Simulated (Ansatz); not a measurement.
```yaml
crystal:
  periodic: [true, true, true]
  atoms:
    - {symbol: C, position_ang: [-1.013923, -0.280272, 0.416345]}
    - {symbol: N, position_ang: [0.284676, 0.000289, -0.126435]}
    - {symbol: C, position_ang: [1.377178, -0.817317, 0.243990]}
    - {symbol: Si, position_ang: [0.730022, 1.293442, -1.215661]}
    - {symbol: O, position_ang: [-0.717892, 2.136369, -1.521076]}
    - {symbol: H, position_ang: [-1.774838, 0.348943, 0.039846]}
    - {symbol: H, position_ang: [-0.992814, -0.291904, 1.540308]}
    - {symbol: H, position_ang: [-1.250842, -1.333758, 0.177722]}
    - {symbol: H, position_ang: [1.462947, -0.793740, 1.479266]}
    - {symbol: H, position_ang: [2.299404, -0.523753, -0.181539]}
    - {symbol: H, position_ang: [1.169981, -1.914543, 0.064809]}
    - {symbol: H, position_ang: [-1.506952, 1.896333, -1.098767]}
basis:
  gaussian: {orbitals: def2-TZVP, point_charges: [{charge: 0.50, position_ang: [4.800, -0.988, 0.750]}]}
hamiltonian: {xc: {name: LC-wPBE}}
output: {forces: true}
```

```sh
$ ansatz run in.yaml --threads 4 --pin off --events-out ev --progress --plain --max-ram 10444MiB
```

Shortened log:

```
Error: YAML parse error: error: line 2 column 3: crystal: missing field `lattice` (a structure is typed as `lattice` and `atoms`, a molecule's as `atoms` in Å alone, or read from a run's directory, `checkpoint`)
 --> <input>:2:3
1 | crystal:
2 |   periodic: [true, true, true]
3 |   atoms:
4 |     - {symbol: C, position_ang: [-1.013923, -0.280272, 0.416345]}
```

**Question.** Something in this input is off. What?

**Answer.** The molecule is marked periodic without a cell. The input was rejected before any iteration.
